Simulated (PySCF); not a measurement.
C₅H₉F, SMILES C[C@@H]1C(F)[C@H]1C. Atoms are numbered in the order given.

```xyz
15

C      1.8010    -0.8369    -0.3847
C      0.4878    -0.1676    -0.7192
C     -0.7565    -0.4294     0.1180
C     -2.1216    -0.5740    -0.5128
C     -0.0655     0.8956     0.1835
F      0.6384     1.2014     1.3179
H      1.8419    -1.8580    -0.7969
H      2.6510    -0.2704    -0.7988
H      1.9454    -0.8995     0.7036
H      0.3094    -0.0050    -1.7892
H     -0.5756    -1.0553     1.0001
H     -2.9246    -0.3501     0.2086
H     -2.2395     0.1124    -1.3668
H     -2.2809    -1.5979    -0.8892
H     -0.5445     1.7852    -0.2417
```

Geometry: B3LYP-D3(BJ)/def2-SVP. The structure was generated by enumeration; whether it is a known compound was not checked.

Two levels are set side by side: PBE/pcSseg-1 (PySCF) and B3LYP/pcSseg-1 (PySCF). GIAO shifts against CFCl3 (¹⁹F), TMS (¹H), TMS (¹³C) at the same level; non-relativistic, no solvent, atoms listed together averaged. Differences are taken from unrounded values.

| quantity | B3LYP | PBE | PBE minus B3LYP |
|---|---|---|---|
| δ(¹³C) of C2, C3 (ppm) | 24.4 | 25.5 | 1.0 |
| δ(¹³C) of C5 (ppm) | 83.7 | 86.1 | 2.4 |
| δ(¹⁹F) of F6 (ppm) | -252.9 | -269.4 | -16.5 |
| δ(¹H) of H15 (ppm) | 4.27 | 4.36 | 0.09 |

Rough cost on one machine, each run with all the roots and properties that it gave: B3LYP against PBE within a factor of 2.
